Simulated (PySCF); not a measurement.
Cl2O2W, charge +1, doublet, at a GFN2-xTB geometry (such geometries of metal compounds can be far from the true shape) (the multiplicity is a formal guess) (core potentials on W); B3LYP/def2-SV(P) (PySCF).

The PySCF input:
```python
from pyscf import gto, scf, dft

mol = gto.Mole()
mol.atom = '''
    W     0.20214214   -0.04016039    0.06643374
    O     1.45911084   -0.60086055   -0.92435281
    O     0.76262285    0.15945983    1.65452256
    Cl   -0.51668921    1.83426238   -0.68033334
    Cl   -1.40874539   -1.45172859    0.04754189
'''
mol.basis = 'def2-sv(p)'
mol.ecp = {'W': 'def2-sv(p)'}
mol.charge = 1
mol.spin = 1
mol.verbose = 4
mol.build()

mf = dft.UKS(mol)
mf.xc = 'b3lyp'
mf.grids.level = 5
mf.kernel()
mf.analyze()
```

Write the output that PySCF gives for this input, abridged.


```
PySCF version 2.14.0

[INPUT] verbose = 4
[INPUT] num. atoms = 5
[INPUT] num. electrons = 63
[INPUT] charge = 1
[INPUT] spin (= nelec alpha-beta = 2S) = 1
[INPUT] symmetry False subgroup None
[INPUT] Mole.unit = angstrom
[INPUT] Symbol           X                Y                Z      unit          X                Y                Z       unit  Magmom
[...]
nuclear repulsion = 335.13549326052
number of shells = 39
number of NR pGTOs = 170
number of NR cGTOs = 89
basis = def2-sv(p)
ecp = {'W': 'def2-sv(p)'}

******** <class 'pyscf.dft.uks.UKS'> ********
method = UKS
initial guess = minao
damping factor = 0
level_shift factor = 0
DIIS = <class 'pyscf.scf.diis.CDIIS'>
diis_start_cycle = 1
diis_space = 8
diis_damp = 0
SCF conv_tol = 1e-09
SCF conv_tol_grad = None
SCF max_cycles = 50
direct_scf = True
direct_scf_tol = 1e-13
number electrons alpha = 32  beta = 31
XC library pyscf.dft.libxc version 7.1.2
    S. Lehtola, C. Steigemann, M. J. T. Oliveira, and M. A. L. Marques,  SoftwareX 7, 1–5 (2018)
XC functionals = b3lyp
    P. J. Stephens, F. J. Devlin, C. F. Chabalowski, and M. J. Frisch,  J. Phys. Chem. 98, 11623 (1994)
radial grids:
    Treutler-Ahlrichs [JCP 102, 346 (1995); DOI:10.1063/1.469408] (M4) radial grids

becke partition: Becke, JCP 88, 2547 (1988); DOI:10.1063/1.454033
pruning grids: <function nwchem_prune>
grids dens level: 5
symmetrized grids: False
atomic radii adjust function: <function treutler_atomic_radii_adjust>
small_rho_cutoff = 0
Set gradient conv threshold to 3.16228e-05
tot grids = 223408
init E= -1125.46100664197

cycle= 1 E= -1136.68390670741  delta_E= -11.2  |g|= 1.14  |ddm|= 5.14
cycle= 2 E= -1125.78657882572  delta_E= 10.9  |g|=  4.1  |ddm|= 5.16
cycle= 3 E= -1137.24200422599  delta_E= -11.5  |g|= 0.26  |ddm|= 4.88
cycle= 4 E= -1137.28086506475  delta_E= -0.0389  |g|= 0.108  |ddm|= 0.421
cycle= 5 E= -1137.28750809375  delta_E= -0.00664  |g|= 0.0242  |ddm|= 0.149
cycle= 6 E= -1137.28852010456  delta_E= -0.00101  |g|= 0.0461  |ddm|= 0.112
cycle= 7 E= -1137.28895454046  delta_E= -0.000434  |g|= 0.0399  |ddm|= 0.0137
cycle= 8 E= -1137.29021991063  delta_E= -0.00127  |g|= 0.0376  |ddm|= 0.113
cycle= 9 E= -1137.29143505326  delta_E= -0.00122  |g|= 0.0105  |ddm|= 0.114
cycle= 10 E= -1137.29149658023  delta_E= -6.15e-05  |g|= 0.00577  |ddm|= 0.0249
cycle= 11 E= -1137.29150869864  delta_E= -1.21e-05  |g|= 0.00223  |ddm|= 0.00652
cycle= 12 E= -1137.29151091586  delta_E= -2.22e-06  |g|= 0.00017  |ddm|= 0.00216
cycle= 13 E= -1137.29151095314  delta_E= -3.73e-08  |g|= 0.000103  |ddm|= 0.000521
cycle= 14 E= -1137.29151096836  delta_E= -1.52e-08  |g|= 4.37e-05  |ddm|= 0.000324
cycle= 15 E= -1137.29151097135  delta_E= -2.99e-09  |g|= 3.94e-05  |ddm|= 0.000172
cycle= 16 E= -1137.29151097507  delta_E= -3.72e-09  |g|= 2.22e-05  |ddm|= 0.000144
cycle= 17 E= -1137.29151097734  delta_E= -2.27e-09  |g|= 2.47e-05  |ddm|= 8.29e-05
cycle= 18 E= -1137.29151097006  delta_E= 7.28e-09  |g|= 1.64e-05  |ddm|= 0.000324
cycle= 19 E= -1137.29151096724  delta_E= 2.82e-09  |g|= 1.55e-05  |ddm|= 0.00028
cycle= 20 E= -1137.29151096722  delta_E= 1.98e-11  |g|= 9.63e-06  |ddm|= 7.09e-05
Extra cycle  E= -1137.29151096648  delta_E= 7.36e-10  |g|= 4.4e-05  |ddm|= 4.53e-05
converged SCF energy = -1137.29151096648  <S^2> = 0.78906372  2S+1 = 2.0386895
**** SCF Summaries ****
Total Energy =                       -1137.291510966482065
Nuclear Repulsion Energy =             335.135493260519695
One-electron Energy =                -2241.451329604929015
Two-electron Energy =                  769.024325377927084
Two-electron Coulomb Energy =          849.983789553448787
DFT Exchange-Correlation Energy =      -80.959464175521674
**** MO energy ****
                             alpha | beta                alpha | beta
[...]
spin_pop of  0 W 5s       -0.00008
spin_pop of  0 W 6s       -0.00662
spin_pop of  0 W 7s       -0.00047
spin_pop of  0 W 8s       -0.00030
spin_pop of  0 W 9s       -0.00007
spin_pop of  0 W 10s       -0.00011
spin_pop of  0 W 5px      -0.00025
spin_pop of  0 W 5py       0.02737
spin_pop of  0 W 5pz       0.00104
spin_pop of  0 W 6px      -0.00189
spin_pop of  0 W 6py       0.00536
spin_pop of  0 W 6pz      -0.00033
spin_pop of  0 W 7px       0.00041
spin_pop of  0 W 7py       0.00272
spin_pop of  0 W 7pz       0.00041
spin_pop of  0 W 5dxy     -0.02514
spin_pop of  0 W 5dyz     -0.02525
spin_pop of  0 W 5dz^2    -0.03215
spin_pop of  0 W 5dxz     -0.03334
spin_pop of  0 W 5dx2-y2   -0.07485
spin_pop of  0 W 6dxy     -0.00184
spin_pop of  0 W 6dyz     -0.00192
spin_pop of  0 W 6dz^2    -0.00359
spin_pop of  0 W 6dxz     -0.00677
spin_pop of  0 W 6dx2-y2   -0.01098
spin_pop of  1 O 1s       -0.00000
spin_pop of  1 O 2s        0.00293
spin_pop of  1 O 3s       -0.00021
spin_pop of  1 O 2px       0.03244
spin_pop of  1 O 2py       0.32886
spin_pop of  1 O 2pz       0.02711
spin_pop of  1 O 3px      -0.00050
spin_pop of  1 O 3py      -0.00351
spin_pop of  1 O 3pz      -0.00077
spin_pop of  1 O 3dxy      0.00004
spin_pop of  1 O 3dyz      0.00008
spin_pop of  1 O 3dz^2     0.00001
spin_pop of  1 O 3dxz      0.00004
spin_pop of  1 O 3dx2-y2    0.00007
spin_pop of  2 O 1s       -0.00000
spin_pop of  2 O 2s        0.00293
spin_pop of  2 O 3s       -0.00017
spin_pop of  2 O 2px       0.03285
spin_pop of  2 O 2py       0.32890
spin_pop of  2 O 2pz       0.02660
spin_pop of  2 O 3px      -0.00119
spin_pop of  2 O 3py      -0.00296
spin_pop of  2 O 3pz      -0.00014
spin_pop of  2 O 3dxy     -0.00001
spin_pop of  2 O 3dyz      0.00020
spin_pop of  2 O 3dz^2     0.00003
spin_pop of  2 O 3dxz      0.00001
spin_pop of  2 O 3dx2-y2    0.00000
spin_pop of  3 Cl 1s       -0.00000
spin_pop of  3 Cl 2s        0.00000
spin_pop of  3 Cl 3s        0.00102
spin_pop of  3 Cl 4s       -0.00009
spin_pop of  3 Cl 2px       0.00000
spin_pop of  3 Cl 2py       0.00002
spin_pop of  3 Cl 2pz       0.00000
spin_pop of  3 Cl 3px       0.10789
spin_pop of  3 Cl 3py       0.10823
spin_pop of  3 Cl 3pz      -0.00689
spin_pop of  3 Cl 4px      -0.00039
spin_pop of  3 Cl 4py      -0.00003
spin_pop of  3 Cl 4pz      -0.00101
spin_pop of  3 Cl 3dxy     -0.00021
spin_pop of  3 Cl 3dyz     -0.00010
spin_pop of  3 Cl 3dz^2    -0.00011
spin_pop of  3 Cl 3dxz     -0.00021
spin_pop of  3 Cl 3dx2-y2   -0.00041
spin_pop of  4 Cl 1s       -0.00000
spin_pop of  4 Cl 2s        0.00000
spin_pop of  4 Cl 3s        0.00102
spin_pop of  4 Cl 4s       -0.00012
spin_pop of  4 Cl 2px      -0.00000
spin_pop of  4 Cl 2py       0.00002
spin_pop of  4 Cl 2pz       0.00000
spin_pop of  4 Cl 3px       0.01487
spin_pop of  4 Cl 3py       0.17636
spin_pop of  4 Cl 3pz       0.01805
spin_pop of  4 Cl 4px      -0.00047
spin_pop of  4 Cl 4py      -0.00023
spin_pop of  4 Cl 4pz      -0.00105
spin_pop of  4 Cl 3dxy     -0.00012
spin_pop of  4 Cl 3dyz     -0.00007
spin_pop of  4 Cl 3dz^2    -0.00002
spin_pop of  4 Cl 3dxz     -0.00033
spin_pop of  4 Cl 3dx2-y2   -0.00062
In total            32.00000 | 31.00000

WARN: System has nonzero charge 1; the dipole moment is origin-dependent.
Location of origin: [0. 0. 0.]

Dipole moment(X, Y, Z, Debye): -2.24854,  0.44655, -0.73944
```
